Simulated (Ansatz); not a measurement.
`[OH][Al]([F])[F]` and `B[S][Al]([F])[F]` differ in one atom or group.

Ansatz, PBE0-D4/def2-TZVP geometries, multiplicity 1. Each molecule was computed in one conformer, which needn't be the lowest.

```csv
property,`[OH][Al]([F])[F]`
HOMO energy (PBE0/def2-TZVPP) / eV,-9.95
LUMO energy (PBE/def2-TZVPP) / eV,-1.97
HOMO energy (PBE/def2-TZVPP) / eV,-8.20
size of the dipole moment (PBE/def2-TZVPP) / D,1.92
LUMO energy (B3LYP/def2-TZVPP) / eV,-1.47
HOMO–LUMO gap (B3LYP/def2-TZVPP) / eV,8.20
```

**Question.** Give the same properties after the change, and the shifts. (An estimate is asked.)

**Answer.** Computed: 
```json
{"property": "HOMO energy (PBE0/def2-TZVPP) / eV", "`B[S][Al]([F])[F]`": "-9.15", "shift": "0.80"}
{"property": "LUMO energy (PBE/def2-TZVPP) / eV", "`B[S][Al]([F])[F]`": "-3.28", "shift": "-1.31"}
{"property": "HOMO energy (PBE/def2-TZVPP) / eV", "`B[S][Al]([F])[F]`": "-7.87", "shift": "0.33"}
{"property": "size of the dipole moment (PBE/def2-TZVPP) / D", "`B[S][Al]([F])[F]`": "1.81", "shift": "-0.11"}
{"property": "LUMO energy (B3LYP/def2-TZVPP) / eV", "`B[S][Al]([F])[F]`": "-2.52", "shift": "-1.05"}
{"property": "HOMO–LUMO gap (B3LYP/def2-TZVPP) / eV", "`B[S][Al]([F])[F]`": "6.40", "shift": "-1.80"}
```

With PBE0 the HOMO rises by 0.80 eV and the LUMO falls by 1.27 eV, so the gap narrows by about 2.07 eV. PBE moves the HOMO by 0.33 eV and ωB97M-V by 1.18 eV. The zero-point energy changes by 26.2 kJ/mol with +6 modes. Dipoles are sizes alone; their direction can turn.

B3LYP here is the variant with VWN-RPA as its local correlation; programs differ in this.
